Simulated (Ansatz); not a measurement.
**Relative stability**

Two relaxed structures of CHOSe, doublet (PBE0-D4/def2-TZVP; forces vanish, vibrations not checked).

A:

```xyz
4
angstrom
O -0.9548 0.1843 -0.2110
C 1.2266 -1.2226 1.0419
Se 0.8605 0.1119 -0.0273
H -1.1324 0.9264 -0.8037
```

B:

O1  (0.472, 0.533, -0.455)
C2  (1.503, 0.826, -0.791)
Se3  (-3.241, -0.780, 0.851)
H4  (-1.940, -0.283, 0.380)
(Å)

Ansatz 0.2.0; basis: def2-TZVPP; cores frozen in the correlated methods; orbitals are unrestricted. Filled d shells of the heavier atoms are correlated. The def2 sets are not built for correlating such inner shells, so the correlated values are less sure here. B3LYP uses VWN-RPA correlation.

Problem. Which structure is lower at CCSD(T), and by how much? (An estimate is asked for; the value comes from the calculation.)

Solution. By the calculation: B, by 77.21 kcal/mol (electronic energy, against the other). By their contacts, A is CHOSe ([C][Se][OH]) and B is a complex of HSe + CO.

All methods give the same order:

```csv
method,E(B) − E(A) (kcal/mol)
PBE-D4,-61.96
r2SCAN-D4,-65.82
PBE0-D4,-69.88
B3LYP-D4,-72.65
wB97M-V,-79.45
HF,-97.37
MP2,-82.53
CCSD,-81.09
CCSD(T),-77.21
```

T1 diagnostic: at most 0.028. ⟨S²⟩ of the unrestricted Hartree–Fock references: 0.76 to 0.80 (a pure state has 0.75). The unrestricted reference is spin-contaminated, which hurts MP2 most.

Labels in which every atom is bracketed show which atoms are joined, not bond orders.

For scale, one of the runs: CCSD(T)/def2-TZVPP, 124 basis functions, launched by `ansatz run in.yaml --threads 2 --pin off --events-out ev --progress --plain --max-ram 4352MiB`. Time: 93 s of wall clock on 2 CPU threads of an Arm Neoverse V2; the host was shared. Peak host memory: 1.4 GiB.
